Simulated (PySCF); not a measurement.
Species: C₅H₇FO₃.
Numbering: `[CH3:1][CH2:2][C@@H:3]1[O:4][C:5](=[O:6])[O:7][C@@H:8]1[F:9]` (hydrogens: H10, H11, H12 on C1; H13, H14 on C2; H15 on C3; H16 on C8)

Computed geometry: GFN2-xTB, gas phase.

Question: Give the optimised bond lengths and angles.

Answer: 
| bond | length (Å) |
| --- | --- |
| C1–C2 | 1.523 |
| C2–C3 | 1.526 |
| C3–O4 | 1.422 |
| O4–C5 | 1.333 |
| C5=O6 | 1.180 |
| C5–O7 | 1.368 |
| O7–C8 | 1.380 |
| C8–F9 | 1.370 |
| C3–C8 | 1.549 |
| C1–H10, C1–H11, C1–H12 | 1.087 |
| C2–H13 | 1.091 |
| C2–H14 | 1.091 |
| C3–H15 | 1.097 |
| C8–H16 | 1.096 |

Bonds in one row agree within 0.01 Å and their mean is given. A selection of angles:
| angle | degrees |
| --- | --- |
| C2–C1–H10 | 110.2 |
| C2–C1–H12 | 110.7 |
| H10–C1–H11 | 108.8 |
| C1–C2–C3 | 111.0 |
| C1–C2–H13 | 109.9 |
| C1–C2–H14 | 110.6 |
| C3–C2–H13 | 108.8 |
| C3–C2–H14 | 108.2 |
| H13–C2–H14 | 108.2 |
| C2–C3–O4 | 111.1 |
| C2–C3–C8 | 114.2 |
| C2–C3–H15 | 110.5 |
| O4–C3–C8 | 102.3 |
| O4–C3–H15 | 107.8 |
| C8–C3–H15 | 110.5 |
| C3–O4–C5 | 111.2 |
| O4–C5–O6 | 125.6 |
| O4–C5–O7 | 110.2 |
| O6–C5–O7 | 124.1 |
| C5–O7–C8 | 110.3 |
| O7–C8–F9 | 109.1 |
| O7–C8–H16 | 110.6 |
| F9–C8–H16 | 106.1 |
| C3–C8–O7 | 104.7 |
| C3–C8–F9 | 111.0 |
| C3–C8–H16 | 115.2 |

Dihedral angles: C1–C2–C3–O4 -67° (synclinal); C2–C3–O4–C5 -128° (anticlinal); C3–O4–C5–O6 -179° (antiperiplanar); O4–C5–O7–C8 8° (synperiplanar); C5–O7–C8–F9 108° (anticlinal); C2–C3–C8–O7 130° (anticlinal).

The 5 C–O bonds span 1.180 Å (C5=O6, drawn double) to 1.422 Å (C3–O4, drawn single), a spread of 0.242 Å. O7 (oxygen singly bound to a carbonyl carbon) is bent (angle 110.3°). The 5-membered ring C3–O4–C5–O7–C8 has internal angles of 102.3° to 111.2° (sum 539°, against 540° for a flat polygon); it is slightly puckered (a soft mode that the optimisation may not have finished), 0.05 Å rms from its mean plane, widest ring torsion 11°. Of the pairs four or more bonds apart, F9···H13 is among the closest relative to their van der Waals radii: 2.53 Å, 95 % of the sum of Bondi's values. The 3 C–C bonds span 1.523 Å (C1–C2, drawn single) to 1.549 Å (C3–C8, drawn single), a spread of 0.026 Å.

Point group: C1 (no symmetry element, even within 0.4 Å). Whether it is a minimum is left open (no frequencies). One conformer, not necessarily the lowest.
